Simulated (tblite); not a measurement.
Compound: C₅H₁₃B₂ClO.
Bonds: C1–B2, B2–C3, B2–O4, O4–B5, B5–Cl6, B5–C7, C7–C8, C7–C9. Hydrogens: H10, H11, H12 on C1; H13, H14, H15 on C3; H16 on C7; H17, H18, H19 on C8; H20, H21, H22 on C9.

Computed with GFN2-xTB (tblite), gas phase: L-BFGS steps from a force-field or distance-geometry start until the largest atomic force falls under 0.01 eV/Å.

Step 80: E = -776.6058 eV
```
atom  x, y, z in Å  |  force x, y, z in eV/Å
C1     -2.9507   -1.0968    0.6597   -0.014  -0.028  -0.048
B2     -1.9035   -0.0198    0.1547    0.022   0.011   0.000
C3     -2.4565    1.3272   -0.4817    0.008   0.035   0.044
O4     -0.5977   -0.2120    0.2899   -0.039   0.137  -0.082
B5      0.5843   -0.3557    0.8089    0.095  -0.033  -0.015
Cl6     0.6530   -0.4519    2.5728    0.100   0.105   0.067
C7      1.9605   -0.4745   -0.0226   -0.027  -0.005  -0.022
C8      1.7526   -0.2758   -1.5297    0.020  -0.043   0.017
C9      3.0406    0.5099    0.4640   -0.057   0.030  -0.075
H10    -3.2240   -0.8426    1.6837    0.035  -0.056   0.012
H11    -3.8672   -1.0700    0.0805   -0.055  -0.136  -0.011
H12    -2.5565   -2.1073    0.6700   -0.047  -0.071   0.015
H13    -3.1928    1.1122   -1.2536    0.048   0.047   0.002
H14    -2.9740    1.9044    0.2825    0.021   0.061  -0.048
H15    -1.6790    1.9510   -0.9115   -0.007   0.056   0.005
H16     2.3554   -1.4857    0.1337    0.022  -0.005  -0.002
H17     1.1927   -1.1039   -1.9550   -0.085   0.032  -0.014
H18     1.2195    0.6510   -1.7250   -0.090  -0.018   0.023
H19     2.7094   -0.2122   -2.0393    0.106  -0.082  -0.017
H20     4.0281    0.1850    0.1378   -0.060  -0.013   0.041
H21     3.0353    0.5937    1.5476    0.049  -0.015  -0.023
H22     2.8600    1.4935    0.0309   -0.045  -0.009   0.133
```

Step 81: E = -776.6114 eV
```
atom  x, y, z in Å  |  force x, y, z in eV/Å
C1     -2.9509   -1.1006    0.6550   -0.011  -0.041  -0.008
B2     -1.9042   -0.0195    0.1572   -0.015   0.017  -0.003
C3     -2.4544    1.3297   -0.4773   -0.001   0.021   0.019
O4     -0.5999   -0.2129    0.2929    0.080   0.113  -0.021
B5      0.5848   -0.3535    0.8108    0.019   0.000  -0.028
Cl6     0.6631   -0.4260    2.5769    0.078   0.096   0.033
C7      1.9584   -0.4752   -0.0224   -0.029  -0.021  -0.024
C8      1.7510   -0.2765   -1.5299    0.003  -0.032   0.026
C9      3.0397    0.5068    0.4640   -0.082   0.045  -0.042
H10    -3.2252   -0.8545    1.6820    0.041  -0.060  -0.027
H11    -3.8673   -1.0736    0.0754   -0.051  -0.133  -0.008
H12    -2.5529   -2.1106    0.6597   -0.059  -0.050   0.012
H13    -3.1884    1.1165   -1.2513    0.036   0.034  -0.015
H14    -2.9752    1.9080    0.2826    0.018   0.070  -0.012
H15    -1.6763    1.9526   -0.9059    0.012   0.063   0.007
H16     2.3533   -1.4857    0.1339    0.018  -0.028  -0.004
H17     1.1905   -1.1040   -1.9544   -0.088   0.014  -0.019
H18     1.2162    0.6494   -1.7261   -0.078  -0.017   0.029
H19     2.7072   -0.2131   -2.0402    0.109  -0.079  -0.015
H20     4.0246    0.1782    0.1407    0.000  -0.022   0.015
H21     3.0358    0.5965    1.5473    0.033  -0.028  -0.031
H22     2.8596    1.4875    0.0275   -0.035   0.038   0.116
```

Task: Estimate the geometry and energy of step 82. (The exact step hangs on the optimiser's Hessian estimate; all steps are aligned on step 81, rigid shifts and turns removed.)

Result: E = -776.6311 eV, largest force 0.195 eV/Å
```
atom  x, y, z in Å  |  force x, y, z in eV/Å
C1     -2.9542   -1.1382    0.6030    0.081  -0.036   0.052
B2     -1.9089   -0.0231    0.1674    0.021  -0.005   0.005
C3     -2.4497    1.3393   -0.4449   -0.069   0.074  -0.062
O4     -0.6083   -0.2012    0.3465   -0.035   0.022   0.002
B5      0.5858   -0.3190    0.8400    0.063   0.173   0.064
Cl6     0.7250   -0.2407    2.6147   -0.005   0.021  -0.121
C7      1.9422   -0.4718   -0.0122    0.034  -0.026   0.001
C8      1.7337   -0.2847   -1.5231   -0.053  -0.029   0.048
C9      3.0493    0.4909    0.4530   -0.074   0.113  -0.023
H10    -3.2285   -0.9374    1.6420    0.026  -0.096  -0.092
H11    -3.8711   -1.0978    0.0228    0.013  -0.114   0.008
H12    -2.5403   -2.1448    0.5654   -0.114   0.054   0.012
H13    -3.1737    1.1519   -1.2336    0.007  -0.031  -0.048
H14    -2.9864    1.9045    0.3132    0.050   0.064   0.045
H15    -1.6716    1.9750   -0.8558    0.046   0.039   0.060
H16     2.3251   -1.4843    0.1541   -0.009  -0.085  -0.025
H17     1.1521   -1.1030   -1.9360   -0.079  -0.018  -0.021
H18     1.2128    0.6475   -1.7288   -0.061  -0.004   0.052
H19     2.6867   -0.2439   -2.0445    0.078  -0.093   0.046
H20     4.0184    0.1044    0.1513    0.069   0.043   0.020
H21     3.0468    0.6394    1.5328   -0.002  -0.107  -0.131
H22     2.9045    1.4565   -0.0288    0.013   0.042   0.110
```

The energy changes by -0.0196 eV. The first-order estimate −F·Δx gives -0.0319 eV and the mean of the old and new forces, exact on a quadratic surface, -0.0188 eV. The step makes an angle of 75° with the force vector and moves no atom by more than 0.199 Å.

What follows is the cost of the whole relaxation. On an Arm Neoverse N1 with one thread, no GPU, shared host with 64 logical CPUs at a one-minute load of 56, this took 3.2 s.
